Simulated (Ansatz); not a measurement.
BF3H3P, relaxed with RKS PBE-D4/def2-SVP in the Gaussian-basis code of Ansatz from a rough embedded geometry. The force threshold is 0.03 eV/Å; the program also tests the step.

Total charge 0; spin multiplicity 1. The bonds changed during the relaxation, so this is another structure than the one it started from.

Start:

```xyz
8

F     1.046   -1.279   -1.173
B     0.672    0.066   -0.643
F     0.223    0.935   -1.744
F     1.918    0.611    0.017
P    -0.711   -0.041    0.637
H    -1.869   -0.616    0.044
H    -0.286   -0.892    1.711
H    -0.994    1.216    1.151
```

Question: How much energy does the relaxation release, and in how many steps? (Best estimate.)

Answer: The calculation gave: 1.16 eV, in 12 steps.

Question: Which bonds change most? (An estimate is asked.)

Answer: The calculation gave: B2–F4 from 1.511 to 1.334 Å; F1–B2 from 1.493 to 1.334 Å; B2–F3 from 1.473 to 1.334 Å; P5–H8 from 1.386 to 1.434 Å.

Question: Give the relaxed structure. (Estimate.)

Answer: Computed: 
```xyz
8

F     1.213   -1.197   -1.349
B     1.184    0.111   -1.094
F     0.502    0.920   -1.906
F     2.072    0.633   -0.246
P    -0.828   -0.076    0.769
H    -2.116   -0.603    0.422
H    -0.684   -0.866    1.957
H    -1.342    1.079    1.446
```
